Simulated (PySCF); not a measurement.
C₅H₁₃NSi₂.
Numbering: `[CH2:1]=[CH:2][N:3]1[C@@H:4]([CH3:5])[CH2:6][Si@@H:7]1[SiH3:8]`

Cartesian coordinates in Å at the GFN2-xTB level; atoms count from 1:
```
atom  x, y, z in Å
C1    -0.4943    2.0316    1.7337
C2    -0.9108    0.8366    1.3273
N3    -0.3902    0.1532    0.2661
C4    -0.8873   -1.1285   -0.2151
C5    -2.2845   -1.0302   -0.8089
C6     0.2118   -1.3742   -1.2594
Si7    0.9615    0.3352   -0.8154
Si8    3.0168    0.4878    0.2181
H9     0.2934    2.5530    1.2163
H10   -0.9285    2.5141    2.5890
H11   -1.7085    0.3199    1.8503
H12   -0.8855   -1.8749    0.5902
H13   -2.5849   -1.9918   -1.2193
H14   -2.2947   -0.2854   -1.6018
H15   -3.0069   -0.7365   -0.0499
H16    0.8242   -2.2425   -1.0316
H17   -0.1820   -1.4971   -2.2639
H18    0.6838    1.3376   -1.8681
H19    3.8861    1.3900   -0.5426
H20    3.7226   -0.7962    0.3021
H21    2.9490    1.0151    1.5826
```

Probes without a nucleus sit at each ring's centroid and 1 Å off its mean plane on both sides; NICS is minus the shielding there, NICSzz its component along the normal. Level: GIAO PBE0/pcSseg-1 (PySCF, non-relativistic, gas phase) on the GFN2-xTB geometry, one conformer.

Ring bond lengths (Å), with Mayer bond orders in brackets: N3–C4 1.456 (0.92), C4–C6 1.536 (0.97), C6–Si7 1.919 (0.92), Si7–N3 1.741 (0.89).

Task: What do the NICS probes read (ppm)?

Result: 
```tsv
ring	type	NICS(0)	NICS(1), two faces	NICS(1)zz, two faces	rms pucker (Å)	centre to ring atoms, mean (Å)
N3–C4–C6–Si7	4-membered ring with N and Si; formal bonds all single	-3.6	-1.1 / -1.1	3.0 / 3.1	0.02	1.17
```

Task: What can be read from them?

Result: 
- N3–C4–C6–Si7: mean NICS(1)zz 3.0 ppm, deshielded. C4, C6, Si7 have four or more neighbours, so the value isn't read as a sign of a π ring current.

Task: At the second NICS(1) probe listed for ring N3–C4–C6–Si7, 1 Å off the ring, what do the in-plane components average?

Result: The isotropic value is a third of the trace: (3 × -1.1 − (3.1))/2 = -3.2 ppm.

Hardware: an Arm Neoverse N1 with one thread, no GPU, shared host with 64 logical CPUs at a one-minute load of 36. Cost: 93 s (grids of density and orbitals included), 1.1 GiB resident at most. This is the whole shielding run at PBE0/pcSseg-1, SCF included.
